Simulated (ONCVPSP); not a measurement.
**Before and after: ONCV potential for Br (Z = 35)**

- Element: bromine (Br)
- Generator: ONCVPSP 4.0.1
- Type: optimised norm-conserving Vanderbilt (ONCV)
- Functional: LDA (Perdew-Wang 92)
- Relativity: scalar-relativistic
- Frozen core: [Ne]
- Valence charge: 25
- Reference configuration: 3s2 3p6 3d10 4s2 4p5
- Partial waves: 3s+4s: rc 0.75 bohr, ncon 4, nbas 8, qcut 17.9 1/bohr, 2 projectors; 3p+4p: rc 0.75 bohr, ncon 4, nbas 8, qcut 22.4 1/bohr, 2 projectors; 3d: rc 0.65 bohr, ncon 4, nbas 7, qcut 21.1 1/bohr, local
- Local potential: the d channel
- Core correction: none

Change: p: qcut 16.

Cutoffs: the cutoffs (Ha) at which the residual kinetic energy of the hardest occupied pseudo-wave falls to 1 and 0.1 mHa per electron; they do not see the model core or the augmentation charge, which bear on the density cutoff. Errors are all-electron minus pseudo energies relative to the spin-unpolarised reference configuration.

Problem. What does the change do?

Solution. The potential gets neither clearly harder nor softer (206 Ha and 292 Ha → 206 Ha and 292 Ha); a bound ghost appears in p, which as a rule spoils a file; of the 4 tests that both files solve, the error grows in 0 and shrinks in 4 by more than 15 % and 0.3 meV (median size 5.4 → 3.8 meV).

```csv
quantity,base,changed
"cutoff, loose",206 Ha,206 Ha
"cutoff, tight",292 Ha,292 Ha
loose cutoff by channel,"s 115 Ha, p 121 Ha, d 206 Ha","s 115 Ha, p 75 Ha, d 206 Ha"
bound ghosts,none,p
GHOST(+) flags under 300 eV,none,none
"error for 3s2 3p6 3d10 4s2 4p4, meV [ΔE 12.70 eV]",-3.0,+2.5
"error for 3s2 3p6 3d10 4s2 4p3, meV [ΔE 35.65 eV]",-7.8,+5.0
"error for 3s2 3p6 3d10 4s2 4p2, meV [ΔE 69.86 eV]",-14,+7.2
"error for 3s2 3p6 3d9 4s2 4p6, meV [ΔE 64.47 eV]",-0.7,+0.3
s: phases at 0.76 bohr within 0.05 rad from the reference energy up to (Ha; the scan ends near 5),to the end of the scan,to the end of the scan
p: phases at 0.76 bohr within 0.05 rad from the reference energy up to (Ha; the scan ends near 5),to the end of the scan,to the end of the scan
d: phases at 0.66 bohr within 0.05 rad from the reference energy up to (Ha; the scan ends near 5),to the end of the scan,to the end of the scan
```

 A true bound ghost makes a file unfit for plane-wave use even where its test errors are small: the radial tests pick states by their node count and pass the ghost by.
